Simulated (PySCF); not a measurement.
# `Fc1c[c+]1OC(F)(F)F`, [C4HF4O]+, charge +1

Molfile (atoms numbered from 1):
```
C4HF4O
     RDKit          3D

 10 10  0  0  0  0  0  0  0  0999 V2000
    1.2497    2.2440   -0.0560 F   0  0  0  0  0  0  0  0  0  0  0  0
    1.3110    0.9867    0.0083 C   0  0  0  0  0  0  0  0  0  0  0  0
    2.0497   -0.1650    0.0981 C   0  0  0  0  0  0  0  0  0  0  0  0
    0.6528   -0.2529    0.0384 C   0  0  0  0  0  0  0  0  0  0  0  0
   -0.3747   -0.9909    0.0278 O   0  0  0  0  0  0  0  0  0  0  0  0
   -1.6967   -0.4160   -0.0582 C   0  0  0  0  0  0  0  0  0  0  0  0
   -1.8896    0.3442    0.9931 F   0  0  0  0  0  0  0  0  0  0  0  0
   -2.5312   -1.3993   -0.0964 F   0  0  0  0  0  0  0  0  0  0  0  0
   -1.7627    0.3201   -1.1428 F   0  0  0  0  0  0  0  0  0  0  0  0
    3.0006   -0.6662    0.1652 H   0  0  0  0  0  0  0  0  0  0  0  0
  1  2  1  0
  2  3  2  0
  3  4  1  0
  4  5  1  0
  5  6  1  0
  6  7  1  0
  6  8  1  0
  6  9  1  0
  4  2  1  0
  3 10  1  0
M  CHG  1   4   1
M  END
```

Theory: GIAO B3LYP/pcSseg-1 magnetisability, rotational g tensor and spin-rotation constants, non-relativistic, gas phase (PySCF 2.14.0). Geometry: GFN2-xTB.

For an ion the centre-of-mass motion in the field is neglected.

**Question.** Give the nuclear spin-rotation constants along the inertial axes (H = +C I·J) beside the isotropic shieldings.

**Answer.** Rotational constants 3.3829, 1.0724, 0.9470 GHz. A star marks the isotopologue with that one atom substituted, in its own axes.
| atom | isotope | Caa (kHz) | Cbb (kHz) | Ccc (kHz) | mean (kHz) | σ (ppm) |
| --- | --- | --- | --- | --- | --- | --- |
| F1 | 19F | 8.071 | 2.019 | -0.178 | 3.304 | 229.0 |
| F7 | 19F | 5.463 | 1.460 | 1.037 | 2.654 | 230.6 |
| F8 | 19F | 3.624 | 1.409 | 1.494 | 2.176 | 236.9 |
| F9 | 19F | 5.415 | 1.419 | 1.063 | 2.632 | 232.1 |
| H10 | 1H | -0.178 | 0.001 | -0.124 | -0.100 | 23.8 |
| C2 | 13C* | 1.621 | 0.435 | 0.201 | 0.752 | 14.5 |
| C3 | 13C* | 1.582 | 0.418 | 0.116 | 0.705 | 40.5 |
| C4 | 13C* | 1.430 | 0.519 | 0.146 | 0.699 | 23.0 |
| O5 | 17O* | -1.006 | -0.358 | -0.124 | -0.496 | 82.1 |
| C6 | 13C* | 1.069 | 0.335 | 0.292 | 0.565 | 47.9 |

For the geometry as given, no vibrational averaging.
